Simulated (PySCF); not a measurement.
## Name the molecule from its bond curve

A diatomic of charge -1 contains Sn. Its triplet curve at PBE0 in a double-zeta basis (scalar-relativistic core potentials, PySCF), in eV from the separated fragments:

R (Å), E (eV) and a bar:
```
    1.565     -2.068 #######################
    1.638     -2.287 ##########
    1.711     -2.411 ###
    1.765     -2.455 #
    1.820     -2.468 
    1.875     -2.455 #
    1.947     -2.408 ###
    2.038     -2.314 #########
    2.148     -2.168 #################
    2.293     -1.946 ##############################
```

The fit gives ωe = 1527 cm⁻¹ and the rotational constant Bₑ = 5.103 cm⁻¹.

Problem. Which atom is the partner?

Solution. The minimum lies at 1.818 Å, so the reduced mass is 16.8576 u Å² cm⁻¹/(Bₑ·Re²) = 0.9995 u. With Sn at 119.90 u the partner weighs about 1.0 u: H. The molecule is SnH⁻.

Spin–orbit coupling is left out. The highest Kohn–Sham level is positive in this anion. Much of that is self-interaction error, but it also means that the finite basis helps to hold the extra electron. The state is the lowest determinant that a PBE0 search found; another state may lie lower at other levels.
